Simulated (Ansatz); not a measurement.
H3NPb (SMILES [NH2][PbH]) moved off its minimum; all values from Ansatz (a first-principles code), cores frozen in correlated methods. Elements past Kr take the def2 small-core potentials, without spin–orbit coupling.
(charge 0, multiplicity 1)
```xyz
5

Pb     0.1330     0.2588     0.1375
H     -0.7523     1.2107    -1.0552
N      0.4160    -1.3669    -1.2431
H      0.5317    -1.0560    -2.4113
H      1.1413    -2.1433    -1.1586
```

Task: Give the forces (eV/Å), the total energy and the dipole at CCSD(T)/def2-TZVPPD.

Result: 
| atom | Fx | Fy | Fz |
|---|---|---|---|
| Pb1 | 0.571 | -0.652 | 1.040 |
| H2 | -0.502 | 0.589 | -0.867 |
| N3 | 1.825 | -0.191 | -4.762 |
| H4 | -0.660 | -1.160 | 4.407 |
| H5 | -1.234 | 1.414 | 0.181 |
Energy -248.3512 hartree, dipole 1.32 D.
